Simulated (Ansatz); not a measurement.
Job for Ansatz (a program for electronic structure): R-CCSD(T)/cc-pVQZ on BH3O2 (SMILES OBO), a point of a torsion scan.

Ansatz 0.2 input:
```yaml
crystal:
  periodic: [false, false, false]
  atoms:
    - {symbol: O, position_ang: [-1.26757476, -0.18323700, -0.38773590]}
    - {symbol: B, position_ang: [0.05520764, 0.07946406, -0.33991161]}
    - {symbol: O, position_ang: [0.75494215, -0.13811138, -1.46763079]}
    - {symbol: H, position_ang: [-1.68401498, -0.45317903, 0.42662919]}
    - {symbol: H, position_ang: [0.58529522, 0.43195183, 0.66668980]}
    - {symbol: H, position_ang: [1.67656514, 0.11128219, -1.45798568]}
basis:
  gaussian:
    orbitals: cc-pVQZ
magnetization: {spin_polarized: false}
correlation: {method: ccsd_t, electrons: outside_noble_gas}
scf: {lower_state_search: off}
```

The log:

```
WARN ansatz: RAYON_NUM_THREADS=1 ignored (pool sized by the plan → 1); use --threads N
Functional definition: HF
these checks for a lower state are left out or cut short: stability, starts, cluster_reference, orbital_swaps, neighbouring_geometries, increment
integrals: 1.68 GiB planned
1531 factors; integrals over basis functions are off by at most 1.2e-3 eV
mean field: 0.76 GiB planned
mean field evaluation 1: about -4794.9872 eV, gradient 4.6e1 eV
mean field evaluation 2: about -4794.9877 eV, gradient 4.6e1 eV
mean field evaluation 4: about -4798.6040 eV, gradient 2.6e0 eV
mean field evaluation 8: about -4798.6305 eV, gradient 1.2e-1 eV
mean field -4798.63053410 eV, -176.3464194997 hartree, gradient 8.2e-7 eV, S^2 0.000000; 0 other end points of the search recorded, 0 dependent functions left out
3 core orbitals not correlated
reference -4798.63053410 eV, -176.3464194997 hartree; 9, 9 occupied and 243, 243 virtual orbitals, 1531 factors
second order -17.15308219 eV of doubles, -0.00000000 eV of singles
coupled cluster: 2.00 GiB planned
cycle   1  -16.92744322 eV  change    2.3e-1 eV  update   7.8e-2
cycle   2  -17.27333865 eV  change   -3.5e-1 eV  update   2.2e-2
cycle   3  -17.35298562 eV  change   -8.0e-2 eV  update   1.2e-2
cycle   4  -17.33836462 eV  change    1.5e-2 eV  update   2.8e-3
cycle   5  -17.33808458 eV  change    2.8e-4 eV  update   1.3e-3
cycle   6  -17.33849292 eV  change   -4.1e-4 eV  update   3.2e-4
cycle   7  -17.33827532 eV  change    2.2e-4 eV  update   1.1e-4
cycle   8  -17.33822826 eV  change    4.7e-5 eV  update   3.0e-5
cycle   9  -17.33823376 eV  change   -5.5e-6 eV  update   1.1e-5
perturbative correction -0.63151509 eV, -0.0232077516 hartree
Total energy: -4816.60028296 eV, -177.0067955897 hartree
Checks for a lower state left out: stability, starts, cluster_reference, orbital_swaps, neighbouring_geometries, increment
```

The calculation finished and met its thresholds.

Cost: roughly 7 core-minutes.
